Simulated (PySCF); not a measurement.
# Mg+ (magnesium, charge +1) across methods

[Ne] 3d1, 2D determinant (an excited configuration). Computed with PySCF 2.14 in aug-cc-pCVTZ-DK with one added diffuse shell each of s, p, d, f type (9s8p6d4f, 91 functions), with scalar relativity by spin-free X2C-1e. The B2PLYP total includes its PT2 part (frozen core); its orbital energies are those of the SCF part.

```csv
method,E (hartree),mean ε 2p α (eV),mean ε 2p β (eV),mean ε 3d α (eV),Σ⟨r²⟩ (bohr²),⟨S²⟩
PBE,-199.6715,-60.117,-60.102,-5.075,31.35,0.750
TPSS,-199.8151,-60.525,-60.513,-5.006,31.63,0.750
wB97X,-199.7885,-66.475,-66.479,-6.344,33.49,0.750
B2PLYP,-199.6753,-68.567,-68.559,-5.631,32.85,0.750
r2SCAN,-199.7678,-61.606,-61.601,-4.945,32.23,0.750
UHF,-199.35895,-75.633,-75.629,-6.105,35.32,0.750
PBEsol,-199.2350,-60.061,-60.048,-4.965,32.00,0.750
PBE0,-199.6869,-64.296,-64.283,-5.399,32.16,0.750
```

(1) Estimate the same row for LDA.

The outer electron is Rydberg-like, and this basis confines it to a smaller radius and binds it less than a complete one would.

## Answers

(1) E (hartree) = -198.8353; mean ε 2p α (eV) = -60.308; mean ε 2p β (eV) = -60.294; mean ε 3d α (eV) = -4.878; Σ⟨r²⟩ (bohr²) = 32.31; ⟨S²⟩ = 0.750.
